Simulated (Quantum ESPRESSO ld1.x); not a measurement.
Question: Coherent X-ray form factor from a spherical all-electron density. All-electron calculation, scalar-relativistic Kohn-Sham, PBE, spin-unpolarised, spherical densities, point nucleus. Program: ld1.x of Quantum ESPRESSO 7.5.

sin(theta)/lambda (1/angstrom),f0 (electrons)
0.05,61.614
0.1,58.564
0.15,55.167
0.2,51.738
0.25,48.335
0.3,45.078
0.4,39.354
0.5,34.704
0.6,30.850
0.8,24.796
1,20.574
1.25,17.226
1.5,14.981
2,11.308

The species is in the configuration that NIST lists as its ground one. Which atom or ion scatters so?

Answer: Neutral europium, [Xe] 4f7 6s2. Extrapolating in s^2 from the first two rows gives f0(0) = 62.6, near the electron count 63; among species with that count, the fall with angle is slower the higher Z, and the table is that of Z = 63; from so few rows the species is fixed only to a neighbour or two.
